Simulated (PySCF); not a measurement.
O (oxygen, neutral): UHF calculation

Configuration: [He] 2s2 2p3 3s1, high-spin 5S determinant (an excited configuration). All numbers are calculated (PySCF 2.14, no relativity, point nucleus, in aug-cc-pVQZ with one added diffuse shell each of s, p, d, f, g type (7s6p5d4f3g, 105 functions)).

- Total energy: -74.532577 hartree
- One-electron energy: -100.2777 hartree
- Hartree (Coulomb) energy: 33.7613 hartree
- Exchange energy: -8.0161 hartree
- Kinetic energy: 74.53157 hartree
- ⟨S²⟩: 6.0044
- ⟨L²⟩: 0.000
- Sum of ⟨r⟩: 10.73 bohr
- Sum of ⟨r²⟩: 35.19 bohr²
- Density at the nucleus (Gaussians lack the cusp): 308 bohr⁻³
- Spin density at the nucleus: 0.415 bohr⁻³
- Langevin diamagnetic susceptibility: -27.9 ×10⁻⁶ cm³/mol

```json
{"shell": "1s α", "electrons": "1", "mean orbital energy (eV)": "-576.15", "rms radius, mean of both spins (bohr)": "0.230"}
{"shell": "1s β", "electrons": "1", "mean orbital energy (eV)": "-572.44", "rms radius, mean of both spins (bohr)": "0.230"}
{"shell": "2s α", "electrons": "1", "mean orbital energy (eV)": "-50.106", "rms radius, mean of both spins (bohr)": "1.20"}
{"shell": "2s β", "electrons": "1", "mean orbital energy (eV)": "-35.213", "rms radius, mean of both spins (bohr)": "1.20"}
{"shell": "2p α", "electrons": "3", "mean orbital energy (eV)": "-29.796", "rms radius, mean of both spins (bohr)": "1.21"}
{"shell": "3s α", "electrons": "1", "mean orbital energy (eV)": "-4.274", "rms radius, mean of both spins (bohr)": "5.27"}
```

The outer electron is Rydberg-like, and this basis confines it to a smaller radius and binds it less than a complete one would.

Spin-orbit constants ζ (cm⁻¹) from the X2C one-electron operator on these orbitals (non-relativistic here): bare nucleus, nucleus screened by l(l+1)(2l+1)/3 electrons, and screened by the Breit-Pauli mean field of the electrons.

```json
{"shell": "2p", "bare": "280.5", "screened nucleus": "210.4", "mean field": "181.3"}
```
